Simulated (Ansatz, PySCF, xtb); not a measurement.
Energy difference 2 R1 + R2 + 3 R3 → 5 P1 + P2, each structure at its B3LYP-D3(BJ)/def2-TZVP stationary point, reached from a drawn start (curvature not checked).
P1, H2 (SMILES [H][H]) (charge 0, multiplicity 1):
```json
[
 {"atom": "H", "x (Å)": "0.0000", "y (Å)": "0.0000", "z (Å)": "0.3720"},
 {"atom": "H", "x (Å)": "0.0000", "y (Å)": "0.0000", "z (Å)": "-0.3720"}
]
```
R1: H2O (SMILES O), charge 0, multiplicity 1.
R2: HCl (SMILES Cl), charge 0, multiplicity 1.
R3: SiH4 (SMILES [SiH4]), charge 0, multiplicity 1.
P2: ClH7O2Si3 (SMILES [SiH3]O[SiH](Cl)O[SiH3]), charge 0, multiplicity 1.

P less R. No zero-point or thermal terms. One arrangement of each flexible species, with no search for the lowest.

Codes used: Ansatz (a program for electronic structure) with Gaussian orbitals; PySCF for the D3/D4 terms; xtb for the GFN methods. No computed number here is a measurement.

One of these levels gives -100.92 kcal/mol for the reaction energy. Which?
A. BLYP-D4/def2-TZVPP
B. PBE/def2-TZVPP
C. GFN1-xTB

A, BLYP-D4/def2-TZVPP. The others give -137.07 (GFN1-xTB), -85.74 (PBE/def2-TZVPP)
